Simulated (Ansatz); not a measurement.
Input and output for Cl$_{2}$FHSSn, SMILES `[F][Sn]([SH])([Cl])[Cl]`.

```yaml
crystal:
  periodic: [false, false, false]
  atoms:
    - {symbol: F, position_ang: [-1.817229, 0.344845, 0.880475]}
    - {symbol: Sn, position_ang: [-0.327981, -0.085304, -0.271532]}
    - {symbol: S, position_ang: [1.410030, -1.081140, 1.165575]}
    - {symbol: Cl, position_ang: [-0.883564, -1.675249, -1.843241]}
    - {symbol: Cl, position_ang: [0.271747, 2.042143, -1.040066]}
    - {symbol: H, position_ang: [1.649710, 0.287727, 1.644442]}
basis:
  gaussian: {orbitals: def2-mTZVP}
total_charge: 1
magnetization: {spin_polarized: true, initial_magnetization: 1}
hamiltonian: {xc: {name: BHLYP}, dispersion: d3bjatm}
```

```sh
$ ansatz run in.yaml --threads 4 --pin off --events-out ev --progress --plain --max-ram 10444MiB
```

Shortened log:

```
Functional definition: BHLYP
1175 factors; integrals over basis functions are off by at most 7.3e-4 eV
mean field evaluation 1: about -44429.6602 eV, gradient 4.5e1 eV
mean field evaluation 2: about -44389.7099 eV, gradient 1.1e2 eV
mean field evaluation 4: about -44437.0087 eV, gradient 6.0e0 eV
mean field evaluation 8: about -44437.2630 eV, gradient 1.4e-1 eV
mean field evaluation 16: about -44437.2636 eV, gradient 6.9e-3 eV
mean field -44437.26358010 eV, -1633.0393159095 hartree, gradient 7.8e-5 eV, S^2 0.755802; 2 other end points of the search recorded, 0 dependent functions left out
reference -44437.26377522 eV, -1633.0393230802 hartree; 41, 40 occupied and 83, 84 virtual orbitals, 1175 factors
Total energy: -44437.62136911 eV, -1633.0524644134 hartree
```

It took 2.1 s on 4 threads of an Intel Xeon 6975P-C on a shared host, with 0.45 GiB of host memory at the peak.
